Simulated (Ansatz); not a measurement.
`[AlH2][SiH2][ZnH]` + `[OH][AlH2]` → `[AlH2][O][SiH2][AlH2]` + `[ZnH2]` at 500 K and 1 bar (cleavage of the Si–Zn bond).

Calculated with Ansatz (gas phase, PBE0-D4/def2-TZVP geometries, no zero-point term in ΔE). CCSD(T)/CBS adds triple-zeta CCSD(T) − MP2 to the extrapolated MP2 energy (def2 sets, frozen cores). This one scheme is used for every species. For Zn outer-core shells are correlated without core-valence functions, which leaves a few kJ/mol of doubt a bond. Scalar relativity is left out up to krypton. One conformer a species, not always the lowest.

| species | CCSD(T)/CBS energy (Eh) | H − E (kJ/mol) | S (J/(mol·K)) |
| --- | --- | --- | --- |
| `[AlH2][SiH2][ZnH]` | -2312.44185 | 139.8 | 414.6 |
| `[OH][AlH2]` | -319.03157 | 95.7 | 286.7 |
| `[AlH2][O][SiH2][AlH2]` | -851.94680 | 180.9 | 473.6 |
| `[ZnH2]` | -1779.54550 | 48.1 | 221.7 |

H − E and S are ideal-gas, rigid-rotor, harmonic terms from PBE0-D4/def2-TZVP, for one conformer and one mirror image of each species. 1 Eh = 2625.50 kJ/mol, R = 8.31446 J/(mol·K).

By hand: ΔE, ΔH, ΔS and ΔG.

ΔE = (-851.94680) + (-1779.54550) − (-2312.44185) − (-319.03157) = -0.01888 Eh = -49.6 kJ/mol. Δ(H − E) = 180.9 + 48.1 − 139.8 − 95.7 = -6.5, so ΔH = -56.1 kJ/mol. ΔS = 473.6 + 221.7 − 414.6 − 286.7 = -6.0 J/(mol·K). ΔG = -56.1 − 500 × (-6.0)/1000 = -53.1 kJ/mol.

By hand: the equilibrium constant, and the temperature at which ΔG would vanish if ΔH and ΔS stayed fixed.

log₁₀ K = −ΔG/(RT ln 10) = 5.5. ΔG = 0 at ΔH/ΔS = 9350 K, far beyond where these terms or the molecules hold.

The number of gas molecules stays the same, so ΔS is small and ΔH decides. A doubt of 5 kJ/mol in ΔE shifts log₁₀ K by 0.5 here. Other conformers and mirror images would add mixing entropy, several J/(mol·K) or more a flexible species. Modes under 60 cm⁻¹, often nearly free rotors, make the harmonic entropy too high. These are equilibria of isolated gas molecules and say nothing of rates. Largest T1 diagnostic: 0.016 (customary marks: 0.02 for closed shells, 0.045 for open ones).
